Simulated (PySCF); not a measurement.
CH11NOSi3.

```xyz
17

C     -4.0542    -0.2014    -0.2807
O     -2.7021    -0.2623    -0.6392
Si    -1.4563     0.2080     0.3685
Si     0.5655    -0.1616    -0.7528
N      1.8377     0.5677     0.2007
Si     3.3855    -0.0905     0.6523
H     -4.2752    -0.8164     0.6119
H     -4.6608    -0.5847    -1.1154
H     -4.3808     0.8342    -0.0696
H     -1.5072    -0.5562     1.6603
H     -1.5922     1.6616     0.7323
H      0.4789     0.3869    -2.1461
H      0.8707    -1.6206    -0.8495
H      1.6945     1.5468     0.4371
H      4.5210     0.4319    -0.1744
H      3.6910     0.2365     2.0797
H      3.3119    -1.5700     0.4755
```

Geometry optimised at PBE0-D3(BJ)/def2-SVP. This is a generated structure with no PubChem entry under its InChIKey; it may be hypothetical. The values are those of a single conformer.

All values below come from KT2/pcSseg-1 (PySCF). Non-relativistic, no solvent.

Task: Give the absolute GIAO shielding of each atom: isotropic value and principal components (ppm). (An estimate is asked for; the answer gives what the named calculation found.)

Result: 
| atom | σ(iso) | σ11 | σ22 | σ33 | span |
|---|---|---|---|---|---|
| C1 | 125.3 | 95.8 | 96.6 | 183.4 | 87.6 |
| O2 | 334.6 | 281.5 | 351.3 | 370.8 | 89.3 |
| Si3 | 385.1 | 318.4 | 341.9 | 495.0 | 176.7 |
| Si4 | 401.5 | 355.8 | 364.9 | 483.7 | 127.8 |
| N5 | 272.4 | 242.6 | 251.2 | 323.5 | 80.9 |
| Si6 | 403.8 | 358.9 | 365.6 | 486.9 | 128.0 |
| H7 | 27.7 | 24.1 | 25.1 | 33.8 | 9.7 |
| H8 | 27.4 | 23.3 | 24.9 | 33.9 | 10.6 |
| H9 | 27.7 | 24.0 | 25.2 | 33.9 | 9.8 |
| H10 | 26.1 | 23.4 | 25.3 | 29.7 | 6.3 |
| H11 | 26.1 | 23.2 | 25.5 | 29.8 | 6.6 |
| H12 | 26.0 | 22.0 | 25.0 | 30.9 | 8.9 |
| H13 | 26.2 | 23.3 | 25.9 | 29.3 | 6.0 |
| H14 | 32.8 | 22.6 | 31.5 | 44.1 | 21.5 |
| H15 | 26.3 | 22.5 | 24.3 | 32.0 | 9.5 |
| H16 | 26.3 | 22.7 | 24.6 | 31.7 | 9.0 |
| H17 | 26.5 | 23.5 | 25.5 | 30.4 | 6.9 |
